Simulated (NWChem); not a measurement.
System: GaI$_{3}$; SMILES [I][Ga]([I])[I]

The following NWChem deck was run.

```
start job
memory heap 200 mb stack 900 mb global 1100 mb
geometry units angstroms noautoz
  Ga     0.000000     0.000000     0.000000
  I     -0.506446    -2.443648     0.000000
  I     -1.863038     1.660420     0.000000
  I      2.369485     0.783229     0.000000
end
basis spherical
  * library 3-21g
end
dft
  xc xtpss03 ctpss03
  iterations 150
  mulliken
end
task dft energy
```

NWChem printed, in part:

```
             Northwest Computational Chemistry Package (NWChem) 7.3.0
             --------------------------------------------------------

 C3H symmetry detected

                             Geometry "geometry" -> ""
                             -------------------------

 Output coordinates in angstroms (scale by  1.889725989 to convert to a.u.)

  No.       Tag          Charge          X              Y              Z
 ---- ---------------- ---------- -------------- -------------- --------------
    1 Ga                  31.0000    -0.00000000     0.00000000     0.00000000
    2 I                   53.0000    -1.67324147    -1.85153126     0.00000000
    3 I                   53.0000    -0.76685237     2.37483525     0.00000000
    4 I                   53.0000     2.44009384    -0.52330399     0.00000000

 Effective nuclear repulsion energy (a.u.)    2076.8490774516

      Symmetry information
      --------------------

 Group name             C3h
 Group number             22
 Group order               6
 No. of unique centers     2

                                 NWChem DFT Module
                                 -----------------

 Summary of "ao basis" -> "ao basis" (spherical)
 ------------------------------------------------------------------------------
       Tag                 Description            Shells   Functions and Types
 ---------------- ------------------------------  ------  ---------------------
 Ga                          3-21g                  10       22   5s4p1d
 I                           3-21g                  13       31   6s5p2d

      Symmetry analysis of basis
      --------------------------

        a'         28
        e'+        27
        e'-        27
        a"         13
        e"+        10
        e"-        10

  Rotation of axis

            General Information
            -------------------
          SCF calculation type: DFT
          Wavefunction type:  closed shell.
          No. of atoms     :     4
          No. of electrons :   190
           Alpha electrons :    95
            Beta electrons :    95
          Charge           :     0
          Spin multiplicity:     1
          Use of symmetry is: on ; symmetry adaption is: on
          Maximum number of iterations: 150
          AO basis - number of functions:   115
                     number of shells:    49
          Convergence on energy requested:  1.00D-06
          Convergence on density requested:  1.00D-05
          Convergence on gradient requested:  5.00D-04

              XC Information
              --------------
                  TPSS metaGGA Exchange Functional  1.000
             TPSS03 metaGGA Correlation Functional  1.000

             Grid Information
             ----------------
          Grid used for XC integration:  medium
          Radial quadrature: Mura-Knowles
          Angular quadrature: Lebedev.
          Tag              B.-S. Rad. Rad. Pts. Rad. Cut. Ang. Pts.
          ---              ---------- --------- --------- ---------
          Ga                  1.30      112           9.0       590
          I                   1.40      123          12.0       590
          Grid pruning is: on
          Number of quadrature shells:   235
          Spatial weights used:  Erf1

      Superposition of Atomic Density Guess
      -------------------------------------

 Sum of atomic energies:      -22575.72975169

      Non-variational initial energy
      ------------------------------

 Total energy =  -22576.514108
 1-e energy   =  -35256.910041
 2-e energy   =   10603.546855
 HOMO         =      -0.332935
 LUMO         =      -0.025853

      Symmetry analysis of molecular orbitals - initial
      -------------------------------------------------

  Numbering of irreducible representations:

     1 a'          2 e'+         3 e'-         4 a"          5 e"+
     6 e"-

  Orbital symmetries:

     1 e'+         2 e'+         3 a'          4 a'          5 e'+
     6 e'+         7 a'          8 e'+         9 e'+        10 a'
    11 a"         12 a'         13 e'+        14 e'+        15 e"+
    16 e"+        17 a'         18 e'+        19 e'+        20 a"
    21 a'         22 e'+        23 e'+        24 e'+        25 e'+
    26 a'         27 a"         28 a'         29 e'+        30 e'+
    31 e"+        32 e"+        33 e'+        34 e'+        35 a'
    36 e'+        37 e'+        38 a"         39 a'         40 e"+
    41 e"+        42 a'         43 e'+        44 e'+        45 e"+
    46 e"+        47 a"         48 a'         49 e'+        50 e'+
    51 a'         52 a'         53 e'+        54 e'+        55 a"
    56 e'+        57 e'+        58 e"+        59 e"+        60 a'
    61 e'+        62 e'+        63 a"         64 a'         65 e'+
    66 e'+        67 e'+        68 e'+        69 a"         70 e"+
    71 e"+        72 a'         73 a'         74 e"+        75 e"+
    76 e'+        77 e'+        78 a"         79 e'+        80 e'+
    81 a'         82 e"+        83 e"+        84 a'         85 e'+
    86 e'+        87 a'         88 e'+        89 e'+        90 a"
    91 e"+        92 e"+        93 e'+        94 e'+        95 a'
    96 a'         97 a"         98 e'+        99 e'+       100 a'
   101 e'+       102 e'+       103 a"        104 e'+       105 e'+

     ---------------------------------------------
      Total Density - Mulliken Population Analysis
     ---------------------------------------------

    Atom       Charge   Shell Charges
 -----------   ------   -------------------------------------------------------
    1 Ga  31    29.77   2.00  2.00  6.00  1.99  5.95  0.72  0.73  0.21  0.20  9.98
    2 I   53    53.41   2.00  2.00  6.00  2.00  6.00  2.00  5.97  0.93  2.71  1.06  2.75 10.00 10.00
    3 I   53    53.41   2.00  2.00  6.00  2.00  6.00  2.00  5.97  0.93  2.71  1.06  2.75 10.00 10.00
    4 I   53    53.41   2.00  2.00  6.00  2.00  6.00  2.00  5.97  0.93  2.71  1.06  2.75 10.00 10.00

 !! scf_movecs_sym_adapt:    2 vectors were symmetry contaminated

  Symmetry fudging

   convergence    iter        energy       DeltaE   RMS-Dens  Diis-err
 ---------------- ----- ----------------- --------- --------- ---------
 d= 0,ls=0.0,diis     1 -22584.2461275594 -2.47D+04  2.10D-02  6.07D-01
 d= 0,ls=0.0,diis     2 -22584.1488366647  9.73D-02  1.59D-02  7.21D-01
 d= 0,ls=0.0,diis     3 -22584.3164093090 -1.68D-01  4.03D-03  7.01D-02
 d= 0,ls=0.0,diis     4 -22584.3341011867 -1.77D-02  5.58D-04  7.63D-04
 d= 0,ls=0.0,diis     5 -22584.3342505989 -1.49D-04  7.86D-05  1.51D-05
  Resetting Diis
 d= 0,ls=0.0,diis     6 -22584.3342539527 -3.35D-06  8.33D-06  2.87D-07
 d= 0,ls=0.0,diis     7 -22584.3342540280 -7.53D-08  9.82D-07  7.13D-10

         Total DFT energy =   -22584.334254027977
      One electron energy =   -35257.521758280338
           Coulomb energy =    11199.854217898661
    Exchange-Corr. energy =     -603.515791097925
 Nuclear repulsion energy =     2076.849077451624

 Numeric. integr. density =      190.000000123796

                  Occupations of the irreducible representations
                  ----------------------------------------------

                     irrep           alpha         beta
                     --------     --------     --------
                     a'               23.0         23.0
                     e'+              44.0         44.0
                     e'-               0.0          0.0
                     a"               10.0         10.0
                     e"+              18.0         18.0
                     e"-               0.0          0.0

                       DFT Final Molecular Orbital Analysis
                       ------------------------------------

 Vector   93  Occ=2.000000D+00  E=-2.600516D-01  Symmetry=e"+
              MO Center= -1.2D+00, -1.8D-01,  1.6D-14, r^2= 6.7D+00
   Bfn.  Coefficient  Atom+Function         Bfn.  Coefficient  Atom+Function
  ----- ------------  ---------------      ----- ------------  ---------------
    39      0.464320  2 I  pz                43      0.430592  2 I  pz
    35     -0.379060  2 I  pz                70     -0.377515  3 I  pz
    74     -0.350092  3 I  pz                66      0.308194  3 I  pz
    31      0.170656  2 I  pz                62     -0.138751  3 I  pz
   101     -0.086805  4 I  pz               105     -0.080500  4 I  pz

 Vector   94  Occ=2.000000D+00  E=-2.600516D-01  Symmetry=e"+
              MO Center=  1.2D+00,  1.8D-01, -7.7D-13, r^2= 6.7D+00
   Bfn.  Coefficient  Atom+Function         Bfn.  Coefficient  Atom+Function
  ----- ------------  ---------------      ----- ------------  ---------------
   101      0.486034  4 I  pz               105      0.450728  4 I  pz
    97     -0.396786  4 I  pz                70     -0.318192  3 I  pz
    74     -0.295079  3 I  pz                66      0.259764  3 I  pz
    93      0.178636  4 I  pz                39     -0.167841  2 I  pz
    43     -0.155649  2 I  pz                35      0.137022  2 I  pz

 Vector   95  Occ=2.000000D+00  E=-2.482400D-01  Symmetry=a'
              MO Center=  5.3D-13,  4.1D-13,  7.9D-23, r^2= 8.3D+00
   Bfn.  Coefficient  Atom+Function         Bfn.  Coefficient  Atom+Function
  ----- ------------  ---------------      ----- ------------  ---------------
   100     -0.356931  4 I  py                68      0.347385  3 I  px
   104     -0.313919  4 I  py                72      0.305523  3 I  px
    96      0.287017  4 I  py                64     -0.279341  3 I  px
    37     -0.270837  2 I  px                38      0.244758  2 I  py
    41     -0.238201  2 I  px                33      0.217787  2 I  px

 Vector   96  Occ=0.000000D+00  E=-1.114618D-01  Symmetry=a'
              MO Center= -1.6D-15, -1.3D-15, -3.6D-17, r^2= 6.6D+00
   Bfn.  Coefficient  Atom+Function         Bfn.  Coefficient  Atom+Function
  ----- ------------  ---------------      ----- ------------  ---------------
    14      0.875179  1 Ga s                 10      0.654998  1 Ga s
   103      0.448547  4 I  px                73      0.436551  3 I  py
    42     -0.340355  2 I  py                41     -0.307581  2 I  px
    40     -0.299668  2 I  s                 71     -0.299668  3 I  s
   102     -0.299668  4 I  s                 99      0.291468  4 I  px

 Vector   97  Occ=0.000000D+00  E=-9.629532D-02  Symmetry=a"
              MO Center=  1.4D-16,  2.1D-16,  4.7D-17, r^2= 4.6D+00
   Bfn.  Coefficient  Atom+Function         Bfn.  Coefficient  Atom+Function
  ----- ------------  ---------------      ----- ------------  ---------------
    13      0.652508  1 Ga pz                17      0.539797  1 Ga pz
    43     -0.277819  2 I  pz                74     -0.277819  3 I  pz
   105     -0.277819  4 I  pz                 9     -0.231562  1 Ga pz
    39     -0.189197  2 I  pz                70     -0.189197  3 I  pz
   101     -0.189197  4 I  pz                35      0.154360  2 I  pz

 Vector   98  Occ=0.000000D+00  E= 1.772080D-02  Symmetry=e'+
              MO Center=  8.7D-03,  2.0D-02, -7.7D-18, r^2= 6.8D+00
   Bfn.  Coefficient  Atom+Function         Bfn.  Coefficient  Atom+Function
  ----- ------------  ---------------      ----- ------------  ---------------
    15      1.054354  1 Ga px                40      0.899587  2 I  s
    16      0.850694  1 Ga py                42      0.580166  2 I  py
    11      0.574089  1 Ga px               102     -0.573154  4 I  s
    12      0.463198  1 Ga py                41      0.441777  2 I  px
    72     -0.428826  3 I  px               104     -0.394575  4 I  py

     ---------------------------------------------
      Total Density - Mulliken Population Analysis
     ---------------------------------------------

    Atom       Charge   Shell Charges
 -----------   ------   -------------------------------------------------------
    1 Ga  31    30.61   2.00  2.00  6.00  1.99  5.94  0.98  1.35  0.12  0.27  9.95
    2 I   53    53.13   2.00  2.00  6.00  2.00  5.99  2.00  5.96  1.01  2.71  1.02  2.44 10.00 10.00
    3 I   53    53.13   2.00  2.00  6.00  2.00  5.99  2.00  5.96  1.01  2.71  1.02  2.44 10.00 10.00
    4 I   53    53.13   2.00  2.00  6.00  2.00  5.99  2.00  5.96  1.01  2.71  1.02  2.44 10.00 10.00

     -------------------------------------------
      Total Density - Lowdin Population Analysis
     -------------------------------------------

    Atom       Charge   Shell Charges
 -----------   ------   -------------------------------------------------------
    1 Ga  31    31.11   2.00  2.00  5.99  1.98  5.86  0.75  1.29  0.38  0.89  9.96
    2 I   53    52.96   2.00  2.00  6.00  1.98  5.97  1.99  5.75  1.01  2.68  0.84  2.74 10.00 10.00
    3 I   53    52.96   2.00  2.00  6.00  1.98  5.97  1.99  5.75  1.01  2.68  0.84  2.74 10.00 10.00
    4 I   53    52.96   2.00  2.00  6.00  1.98  5.97  1.99  5.75  1.01  2.68  0.84  2.74 10.00 10.00

     Multipole analysis of the density
     ---------------------------------

     L   x y z        total         alpha         beta         nuclear
     -   - - -        -----         -----         ----         -------
     0   0 0 0     -0.000000    -95.000000    -95.000000    190.000000

     1   1 0 0      0.000000      0.000000      0.000000     -0.000000
     1   0 1 0      0.000000      0.000000      0.000000      0.000000
     1   0 0 1      0.000000      0.000000      0.000000      0.000000

     2   2 0 0    -78.372446   -923.236137   -923.236137   1768.099827
     2   1 1 0      0.000000      0.000000      0.000000      0.000000
     2   1 0 1     -0.000000     -0.000000     -0.000000      0.000000
     2   0 2 0    -78.372446   -923.236137   -923.236137   1768.099827
     2   0 1 1      0.000000      0.000000      0.000000      0.000000
     2   0 0 2    -75.378280    -37.689140    -37.689140      0.000000
```

Level: TPSS/3-21G, non-relativistic. Coordinates come from a PBE-D3(BJ)/def2-SVP (def2 core potentials past Kr) optimisation. Not confirmed as a minimum by frequencies.
